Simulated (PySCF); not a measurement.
# Ionisation energy of Mo+ by level of theory

Mo+ [Kr] 4d5 (6S) → Mo(2+) [Kr] 4d4 (5D), as a difference of total energies. All numbers are calculated (PySCF 2.14, scalar relativity through the core potential, in def2-TZVPPD with the def2 core potential (28 electrons)). Correlated levels: valence: 4s2 4p6 frozen; valence and next inner shell: nothing frozen outside the core potential. The calculations carry no spin-orbit coupling.

| method | ionisation energy (eV) |
| --- | --- |
| UHF | 15.108 |
| LDA | 16.650 |
| PBE | 16.416 |
| PBE0 | 16.283 |
| r2SCAN | 16.301 |
| BP86 | 16.465 |
| wB97M-V | 16.016 |
| B3LYP | 16.193 |
| CAM-B3LYP | 16.084 |
| MP2 (valence) | 15.756 |
| SCS-MP2 (valence) | 15.324 |
| MP2 (valence and next inner shell) | 16.097 |
| SCS-MP2 (valence and next inner shell) | 15.698 |

Task: How much does correlation contribute at MP2 (valence and next inner shell)?

Result: 16.097 − (15.108) = 0.989 eV, measured against UHF.

The reference lies between the lowest fine-structure levels, while these numbers refer to the centres of the terms.

Errors of the correlated levels include the incompleteness of this basis and the frozen core.

For comparison: 16.16 ± 0.12 eV (semi-empirical (NIST evaluation); NIST Atomic Spectra Database, ionization energies).
